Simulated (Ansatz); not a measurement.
B2Cl2⁺. Charge 1, multiplicity 2. Geometry r2SCAN-D4/def2-TZVP, that of the neutral singlet; atoms count from 1.

```xyz
4

B    -0.647   -0.382    0.049
B     0.649    0.379   -0.048
Cl   -2.092   -1.232    0.181
Cl    2.089    1.235   -0.183
```

The structure comes from a short search, and lower isomers may exist.

Problem. Estimate the Mulliken populations from the PBE0/def2-TZVP orbitals of Ansatz.

Solution. 
```json
{"atom": "B1", "charge (e)": "0.24", "spin (α − β)": "0.43"}
{"atom": "B2", "charge (e)": "0.24", "spin (α − β)": "0.43"}
{"atom": "Cl3", "charge (e)": "0.26", "spin (α − β)": "0.07"}
{"atom": "Cl4", "charge (e)": "0.26", "spin (α − β)": "0.07"}
```
Mulliken values depend strongly on the basis.

Problem. Where does the spin sit?

Solution. Summed by element: B 0.87, Cl 0.13, of 1 unpaired in all. Largest on single atoms: B2 0.43, B1 0.43, Cl4 0.07.

Problem. And the Mayer bond orders between heavy atoms (over 0.3)?

Solution. B1–B2 1.40 (1.51 Å); B1–Cl3 1.76 (1.68 Å); B2–Cl4 1.76 (1.68 Å).
